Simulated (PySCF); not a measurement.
Vibration and rotation of MoBr

UHF-MP2 constants of MoBr, ⁶Σ⁺ (sextet), unpaired electrons σ ↑, π ↑↑, δ ↑↑ (basis Mo def2-TZVPPD with ECP28, Br def2-TZVPPD; scalar-relativistic core potentials; PySCF 2.14; masses 97.9054 and 78.9183 u):

- ωe: 277.1 cm⁻¹
- ωexe: 0.736 cm⁻¹
- Be: 0.065897 cm⁻¹
- αe: 0.000227 cm⁻¹
- D (centrifugal): 1.49e-08 cm⁻¹

Task: Give the vibrational terms G(v) and spacings up to v = 6.

Result: G(v) = ωe(v+½) − ωexe(v+½)².

| v | G(v) (cm⁻¹) | G(v) − G(v−1) | Bv (cm⁻¹) |
| --- | --- | --- | --- |
| 0 | 138.4 |  | 0.06578 |
| 1 | 414.0 | 275.6 | 0.06556 |
| 2 | 688.1 | 274.2 | 0.06533 |
| 3 | 960.8 | 272.7 | 0.06510 |
| 4 | 1232.0 | 271.2 | 0.06488 |
| 5 | 1501.8 | 269.7 | 0.06465 |
| 6 | 1770.1 | 268.3 | 0.06442 |

Correlated steps freeze 9 core orbitals. Spin–orbit coupling is left out, which matters for elements this heavy, above all for dissociation energies. The state is the lowest single determinant that the PBE0 search found; with open d or f shells the true ground state can be another one.
